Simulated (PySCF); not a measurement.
C5H12Si, SMILES C[C@H]1CC[Si@@H]1C. Geometry optimised at PBE0-D3(BJ)/def2-SVP. The structure was generated by enumeration; whether it is a known compound was not checked.

Q: Give the equilibrium geometry at PBE0-D3(BJ)/def2-SVP (PySCF confirms it by a frequency run) as a Z-matrix. (Estimate from the structure and the level; the computed values follow.)

A: 
```
C
H 1 1.1064
C 1 1.5145 2 110.17
H 3 1.1014 1 111.67 2 57.42
H 3 1.1022 4 107.34 1 -122.18
H 3 1.1037 4 107.27 5 -115.03
C 1 1.5538 2 108.04 3 -129.86
H 7 1.1042 1 109.04 2 162.14
H 7 1.1042 8 106.72 1 124.56
C 7 1.5505 8 109.68 9 125.63
H 10 1.0988 7 116.44 8 -33.45
H 10 1.1026 11 108.37 7 126.08
Si 10 1.8963 11 122.13 12 130.74
H 13 1.5006 10 111.69 11 30.32
C 13 1.8767 14 109.73 1 -137.25
H 15 1.1007 13 110.93 14 179.78
H 15 1.1015 16 108.14 13 -121.78
H 15 1.1015 16 108.19 17 -116.44
```
Charge 0, spin multiplicity 1.
